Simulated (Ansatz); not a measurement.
`[CH3][Ge]([F])([F])[Br]` and `[CH3][Ge]([F])([F])[F]` differ in one atom or group.

Ansatz, PBE0-D4/def2-TZVP geometries, multiplicity 1. 

Scalar relativity is left out up to krypton.

| property | `[CH3][Ge]([F])([F])[Br]` |
| --- | --- |
| HOMO–LUMO gap (PBE/def2-TZVPP) / eV | 5.89 |
| HOMO energy (PBE/def2-TZVPP) / eV | -7.65 |
| size of the dipole moment (PBE/def2-TZVPP) / D | 3.07 |
| HOMO–LUMO gap (ωB97M-V/def2-TZVPP) / eV | 12.47 |
| LUMO energy (B3LYP/def2-TZVPP) / eV | -1.10 |
| HOMO energy (B3LYP/def2-TZVPP) / eV | -8.72 |

**Question.** What does the change do to each property? (Estimate.)

**Answer.** Ansatz gave: 
| property | `[CH3][Ge]([F])([F])[F]` | shift |
| --- | --- | --- |
| HOMO–LUMO gap (PBE/def2-TZVPP) / eV | 7.69 | 1.80 |
| HOMO energy (PBE/def2-TZVPP) / eV | -8.92 | -1.27 |
| size of the dipole moment (PBE/def2-TZVPP) / D | 3.51 | 0.44 |
| HOMO–LUMO gap (ωB97M-V/def2-TZVPP) / eV | 14.47 | 2.00 |
| LUMO energy (B3LYP/def2-TZVPP) / eV | -0.57 | 0.53 |
| HOMO energy (B3LYP/def2-TZVPP) / eV | -10.28 | -1.56 |

With PBE0 the HOMO falls by 1.52 eV and the LUMO rises by 0.60 eV, so the gap widens by about 2.12 eV. PBE moves the HOMO by -1.27 eV and ωB97M-V by -1.57 eV. Dipoles are sizes alone; their direction can turn.

B3LYP here is the variant with VWN-RPA as its local correlation; programs differ in this.

Spin–orbit coupling is left out; it splits and shifts lone-pair levels of the heavy atoms by tenths of an eV.
